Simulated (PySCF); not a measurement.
**KLi⁻ at ROHF-CCSD**

Computed with ROHF-CCSD; K aug-pcseg-1, Li aug-pcseg-1; no relativity (PySCF 2.14).

```
state                          : ²Σ⁺ (doublet), unpaired electrons σ ↑
bond length                    : 3.822 Å
harmonic wavenumber            : 136 cm⁻¹
force constant                 : 0.0645 mdyn/Å
rotational constant Be         : 0.1942 cm⁻¹
anharmonicity ωexe             : 1.14 cm⁻¹
vibration–rotation constant αe : 0.00239 cm⁻¹
well depth De to K + Li⁻       : 0.58 eV
dissociation energy D0         : 0.57 eV
```

Correlated steps freeze 5 core orbitals. Correlated levels converge slowly with the basis: in double zeta they bind strong bonds too weakly, by up to about 1 eV, and carry superposition errors of some tenths. For an ion De counts to the pair picked by the measured ionisation energies or electron affinities, which need not be the lowest pair at this level. The state is the lowest determinant that a PBE0 search found; another state may lie lower at other levels.
